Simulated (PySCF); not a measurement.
C3H3BF2, SMILES FCB(F)C#C. Geometry: PBE-D3(BJ)/def2-SVP. This is a generated structure with no PubChem entry under its InChIKey; it may be hypothetical. The values are those of a single conformer.

Give the equilibrium geometry at PBE-D3(BJ)/def2-SVP (PySCF confirms it by a frequency run) as bond lengths and angles, and its point group. (Estimate from the structure and the level; the computed values follow.)

This is not unique; one that fits is point group Cs.
Atoms: C1 C2 B3 F4 C5 F6 H7 H8 H9. Bonded distances (Å): C1–C2 1.229, C1–H7 1.083, C2–B3 1.527, B3–F4 1.342, B3–C5 1.580, C5–F6 1.385, C5–H8 1.119, C5–H9 1.119. Angles (°): C2–C1–H7 179.8, C1–C2–B3 178.1, C2–B3–F4 119.6, C2–B3–C5 123.6, F4–B3–C5 116.7, B3–C5–F6 114.1, B3–C5–H8 108.9, B3–C5–H9 108.9, F6–C5–H8 109.7, F6–C5–H9 109.7, H8–C5–H9 105.0.
Charge 0, spin multiplicity 1.
